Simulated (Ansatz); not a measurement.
Start from `CC(=O)CC(=O)c1ccccc1` and change one atom or group to get `O=C(F)c1ccccc1`.

Ansatz, PBE0-D4/def2-TZVP geometries, multiplicity 1. Each molecule was computed in one conformer, which needn't be the lowest.

```json
{"property": "HOMO–LUMO gap (B3LYP/def2-TZVPP) / eV", "`CC(=O)CC(=O)c1ccccc1`": "4.97"}
{"property": "LUMO energy (ωB97M-V/def2-TZVPP) / eV", "`CC(=O)CC(=O)c1ccccc1`": "0.08"}
{"property": "size of the dipole moment (PBE/def2-TZVPP) / D", "`CC(=O)CC(=O)c1ccccc1`": "1.05"}
{"property": "HOMO energy (B3LYP/def2-TZVPP) / eV", "`CC(=O)CC(=O)c1ccccc1`": "-7.14"}
{"property": "HOMO–LUMO gap (PBE/def2-TZVPP) / eV", "`CC(=O)CC(=O)c1ccccc1`": "2.93"}
{"property": "LUMO energy (PBE0/def2-TZVPP) / eV", "`CC(=O)CC(=O)c1ccccc1`": "-1.97"}
```

Question: What does the change do to each property? (Estimate.)

Answer: Ansatz gave: 
```csv
property,`O=C(F)c1ccccc1`,shift
HOMO–LUMO gap (B3LYP/def2-TZVPP) / eV,5.65,0.68
LUMO energy (ωB97M-V/def2-TZVPP) / eV,0.14,0.06
size of the dipole moment (PBE/def2-TZVPP) / D,3.76,2.71
HOMO energy (B3LYP/def2-TZVPP) / eV,-7.75,-0.61
HOMO–LUMO gap (PBE/def2-TZVPP) / eV,4.20,1.27
LUMO energy (PBE0/def2-TZVPP) / eV,-1.92,0.05
```

With PBE0 the HOMO falls by 0.60 eV and the LUMO rises by 0.05 eV, so the gap widens by about 0.65 eV. PBE moves the HOMO by -1.17 eV and ωB97M-V by -0.36 eV. Dipoles are sizes alone; their direction can turn.

B3LYP here is the variant with VWN-RPA as its local correlation; programs differ in this.
